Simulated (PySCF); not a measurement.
# Radial density of Co⁺ (cobalt, charge +1)

UHF, [Ar] 3d8, high-spin 3F determinant. Calculation: PySCF 2.14, in def2-QZVPPD; no relativity, point nucleus.

```
r (bohr)  4πr²ρ (e/bohr)  4πr²(ρα − ρβ)
0.000999          0.1587         0.0000
 0.00168          0.4326         0.0000
 0.00283           1.151        -0.0001
 0.00475           2.934        -0.0001
 0.00799           6.970        -0.0003
  0.0134           14.71        -0.0007
  0.0226           25.52        -0.0010
  0.0380           32.38        -0.0004
  0.0640           27.94         0.0036
   0.108           27.22         0.0218
   0.181           36.49         0.1439
   0.304           21.29         0.6938
   0.512           16.11         1.7063
   0.861           15.96         1.7489
    1.45           4.484         0.6954
    2.44          0.6028         0.0888
    4.10         0.03096         0.0003
    6.90       7.636e-05         0.0000
```
